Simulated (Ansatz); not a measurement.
One change: `[CH3][SnH]([NH2])[OH]` becomes `C=[N][SnH]([CH3])[OH]`.

Ansatz, PBE0-D4/def2-TZVP geometries, multiplicity 1. Each molecule was computed in one conformer, which needn't be the lowest.

Elements past krypton have def2 core potentials.

```
                               property  `[CH3][SnH]([NH2])[OH]`
      HOMO energy (PBE/def2-TZVPP) / eV                    -5.84
     HOMO energy (PBE0/def2-TZVPP) / eV                    -7.26
  LUMO energy (ωB97M-V/def2-TZVPP) / eV                     1.64
HOMO–LUMO gap (ωB97M-V/def2-TZVPP) / eV                    11.26
    HOMO energy (B3LYP/def2-TZVPP) / eV                    -7.01
  HOMO–LUMO gap (B3LYP/def2-TZVPP) / eV                     6.79
```

**Question.** What does the change do to each property? (An estimate is asked.)

**Answer.** Ansatz gave: 
```
                               property  `C=[N][SnH]([CH3])[OH]`  shift
      HOMO energy (PBE/def2-TZVPP) / eV                    -5.34   0.50
     HOMO energy (PBE0/def2-TZVPP) / eV                    -6.66   0.60
  LUMO energy (ωB97M-V/def2-TZVPP) / eV                     1.47  -0.17
HOMO–LUMO gap (ωB97M-V/def2-TZVPP) / eV                    10.41  -0.85
    HOMO energy (B3LYP/def2-TZVPP) / eV                    -6.46   0.55
  HOMO–LUMO gap (B3LYP/def2-TZVPP) / eV                     5.71  -1.08
```

With PBE0 the HOMO rises by 0.60 eV and the LUMO falls by 0.61 eV, so the gap narrows by about 1.21 eV. PBE moves the HOMO by 0.50 eV and ωB97M-V by 0.68 eV.

B3LYP here is the variant with VWN-RPA as its local correlation; programs differ in this.
